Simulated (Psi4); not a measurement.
**A ladder of methods for CH4SZn (SMILES C[S][ZnH])**

CH4SZn: 7 atoms, total charge 0, spin state singlet. SMILES: `C[S][ZnH]`. Geometry: optimised at PBE0/def2-TZVP.

Each level gives the dipole moment (D). The values are calculated.

```json
{"level": "PBE-D4/def2-TZVPP (density fitting)", "kind": "GGA", "program": "Psi4", "value (D)": "1.37"}
{"level": "r2SCAN-D4/def2-TZVPP (density fitting)", "kind": "meta-GGA", "program": "Psi4", "value (D)": "1.45"}
{"level": "B3LYP-D4/def2-TZVPP (density fitting)", "kind": "global hybrid", "program": "Psi4", "value (D)": "1.38"}
{"level": "PBE0-D4/def2-TZVPP (density fitting)", "kind": "global hybrid", "program": "Psi4", "value (D)": "1.43"}
{"level": "wB97M-V/def2-TZVPP (density fitting)", "kind": "range-separated hybrid", "program": "Psi4", "value (D)": "1.38"}
```

The values span 1.37 to 1.45 D. Magnitudes only.
